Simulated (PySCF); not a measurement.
Static polarisabilities and like-pair C6 coefficients by linear response at PBE0/def2-SVPD (PySCF, frozen core in the response, non-relativistic, gas phase), PBE0-D3(BJ)/def2-SVP geometries, one conformer each; atomic units unless stated. Spin–orbit coupling is left out although an atom past zinc is present.

```json
{"label": "P", "species": "`C=CN=C=O`", "α": "48.7", "C6": "909.2"}
{"label": "Q", "species": "`Cl/C=C\\C(Cl)(Cl)Cl`", "α": "92.0", "C6": "3397"}
{"label": "R", "species": "`C[S][GaH2-][AsH3+]`", "α": "104.5", "C6": "3426"}
{"label": "S", "species": "`O1S(=O)(OCC1)=O`", "α": "54.7", "C6": "1488"}
{"label": "T", "species": "`CCCCC(F)=C(F)F`", "α": "77.5", "C6": "2743"}
```

**Question.** Estimate the unlike-pair coefficients by the rule C6(AB) = 2·C6(AA)·C6(BB) / [C6(AA)·αB/αA + C6(BB)·αA/αB], and compare with the geometric mean, for PQ, PR, PS, PT, QR, QS, QT and RS.

**Answer.** 
```tsv
pair	combination rule	geometric mean	ratio
PQ	1757	1758	1.000
PR	1756	1765	0.995
PS	1153	1163	0.992
PT	1573	1579	0.996
QR	3386	3412	0.992
QS	2235	2248	0.994
QT	3047	3053	0.998
RS	2199	2258	0.974
```

The rule is exact for one-pole polarisabilities and never exceeds the geometric mean; the two meet where both partners have the same effective excitation energy. These unlike-pair values are estimates, not computed integrals.
